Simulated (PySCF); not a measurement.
## A series of related molecules

Computed, not measured: TDDFT wB97X-D/def2-SVPD circular dichroism and optical rotation, one conformer, gas phase in PySCF. Geometry: GFN2-xTB.

Each molecule in one low-energy conformer. The parent is N#C[C@@H]1[C@@H](S)C12CC2.

The molecule is flexible and this is one conformer; a measurement averages over conformers.

Task: How does the specific rotation at 589.3 nm (origin-invariant length gauge) change along this series?
- N#C[C@@H]1[C@@H](S)C12CC2 (base)
- N#C[C@@H]1[C@H](S)C12CC2 (diastereomer)

Result: 
| molecule | [α]589 (deg dm⁻¹ (g/mL)⁻¹) | S1 (eV) | R(S1), velocity form (10⁻⁴⁰ esu² cm²) |
| --- | --- | --- | --- |
| N#C[C@@H]1[C@@H](S)C12CC2 | -68.1 | 5.51 | +0.9 |
| N#C[C@@H]1[C@H](S)C12CC2 | +26.7 | 5.59 | +9.4 |

The specific rotation at 589.3 nm (origin-invariant length gauge) is lowest for N#C[C@@H]1[C@@H](S)C12CC2 and highest for N#C[C@@H]1[C@H](S)C12CC2.
